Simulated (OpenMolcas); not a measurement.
Ag2+ with 5 ligands (fluoride) in trigonal bipyramidal coordination (D3h). The axial distance is 1.03 times the equatorial one, R.

- Program: OpenMolcas 26.06
- Method: SS-CASPT2, IPEA 0.25 Eh, imaginary shift 0.1 Eh (closed shells correlated: 4s 4p and the ligand valence shells)
- Basis: ANO-RCC-VTZP [7s6p4d2f1g]
- Scalar Hamiltonian: DKH2, point nucleus
- Active space: 9 electrons in 5 orbitals (4d)
- State averaging: 2S+1 = 2 even, 5 roots
- Spin-orbit coupling: state interaction with AMFI integrals over the reference wave functions

All ligands move together. At R = 2.06 Å the first state of the same spin is 8870 cm-1, and at R = 2.19 Å it is 6630 cm-1.

**Question.** A third run gives 5720 cm-1. What distance was it run at?

**Answer.** With a power law R^-n the two known points give n = -ln(6630 / 8870) / ln(2.19 / 2.06) = 4.76. Then R = 2.06 × (8870 / 5720)^(1/4.76) = 2.259 Å. The run was at 2.26 Å, so the estimate is off by -0.001 Å.

Roots that are degenerate in the reference are averaged as groups; the widest CASPT2 spread within a group is 140 cm-1 (the 2-fold group of multiplicity 2 near 6630 cm-1 above the lowest state of its run, R = 2.19). Shifts and gaps below about the spread of the groups concerned are not significant. Over all roots computed the reference weight is 0.73 in R = 2.06, 0.73 in R = 2.19, 0.73 in R = 2.26; a low but even weight reflects the number of correlated electrons. Ligand-to-metal charge-transfer states are missing. Free-ion shares, where given, are those of the reference states; single-state CASPT2 does not remix them (holds for R = 2.19; R = 2.26). No measured value stands beside these numbers; the geometry is a model, was not optimised and need not be the one that this ion takes.
